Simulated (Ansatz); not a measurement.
Program: Ansatz. Geometries: PBE0-D4/def2-TZVP. ΔE: electronic, gas phase. CBS: MP2 limit from def2 TZ/QZ plus the TZ coupled-cluster correction, frozen cores. This one scheme is used for every species. Functionals use def2-TZVPP. Each species was taken in one conformer, which may not be the lowest.

`O[SiH](O)O[Si](O)(F)F` + H–F → `O[SiH](O)O[Si](F)(F)F` + H₂O  (ligand exchange at the Si–O bond)

`O[SiH](O)O[Si](O)(F)F`:

```xyz
12

O     1.294   -2.357    0.705
Si    1.273   -0.831    0.158
O     1.286    0.211    1.412
O    -0.084   -0.535   -0.735
Si   -1.251    0.536   -0.896
O    -0.937    1.766    0.119
F    -2.657   -0.101   -0.574
F    -1.349    1.053   -2.381
H     0.753   -2.577    1.465
H     2.431   -0.700   -0.736
H     0.766    1.015    1.312
H    -1.526    2.521    0.150
```

H–F:

```xyz
2

F    -0.074    0.341   -0.300
H     0.074   -0.341    0.300
```

`O[SiH](O)O[Si](F)(F)F`:

```xyz
11

O    -0.548   -2.314   -0.171
Si   -0.758   -0.830    0.457
O     0.204   -0.516    1.739
O    -0.346    0.325   -0.627
Si    0.558    1.594   -0.948
F     0.185    2.156   -2.364
F     0.348    2.745    0.099
F     2.083    1.221   -0.965
H     0.317   -2.568   -0.497
H    -2.191   -0.732    0.766
H     0.147   -1.080    2.510
```

H₂O:

Cartesian coordinates in Å:
```
O -0.324 0.087 0.198
H -0.141 -0.712 -0.301
H 0.465 0.625 0.103
```

```json
{"level": "ωB97X-V", "ΔE (kJ/mol)": "-30.5"}
{"level": "HF/def2-QZVPP", "ΔE (kJ/mol)": "-44.3"}
```

Problem. What does CCSD(T)/CBS give? (Best estimate.)

Solution. The calculation gave: -31.6 kJ/mol. The listed levels differ from it by 1.1, -12.7 kJ/mol.

Largest T1 diagnostic among the species: 0.012.

The D4 term adds +4.8 kJ/mol with B3LYP and +2.5 kJ/mol with PBE0; it sums over pairs of atoms, weighted by their polarisabilities, and B3LYP, whose exchange is more repulsive, gets the larger term. In def2-TZVPP, CCSD(T) changes the Hartree–Fock value by +11.4 kJ/mol (the triples alone add +2.0 kJ/mol) and MP2 by +12.6 kJ/mol.

B3LYP here is the variant with VWN-RPA as its local correlation; programs differ in this.
